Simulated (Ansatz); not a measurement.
Consider the ligand exchange at a Ta–Cl bond: `[NH2][Ta](=[O])([Cl])[Cl]` + NH₃ → `[NH2][Ta]([NH2])(=[O])[Cl]` + HCl.

Calculated with Ansatz (gas phase, PBE0-D4/def2-TZVP geometries, no zero-point term in ΔE). CBS: MP2 limit from def2 TZ/QZ plus the TZ coupled-cluster correction, frozen cores. This one scheme is used for every species. DFT in def2-TZVPP. def2 core potentials past Kr. For Ta outer-core shells are correlated without core-valence functions, which leaves a few kJ/mol of doubt a bond. One conformer a species, not always the lowest.

```
                     species  r2SCAN0 energy (Eh)
 `[NH2][Ta](=[O])([Cl])[Cl]`          -1108.77714
                         NH₃            -56.54138
`[NH2][Ta]([NH2])(=[O])[Cl]`           -704.50700
                         HCl           -460.78275
```

Question: Work out ΔE.

Answer: ΔE = (-704.50700) + (-460.78275) − (-1108.77714) − (-56.54138) = 0.02877 Eh = +18.1 kcal/mol. CCSD(T)/CBS gives +17.0 kcal/mol.

Largest T1 diagnostic among the species: 0.020.

Leaving LDA and LC-ωPBE aside and taking each functional with its dispersion term where it has one, the values, not all of them listed here, spread over 2.8 kcal/mol, from CAM-B3LYP-D4 to B97M-V. LDA lies −1.6 kcal/mol from PBE without D4. At CCSD(T), def2-SVP lies −1.4 kcal/mol from the extrapolated value and def2-TZVPP −0.4 kcal/mol.
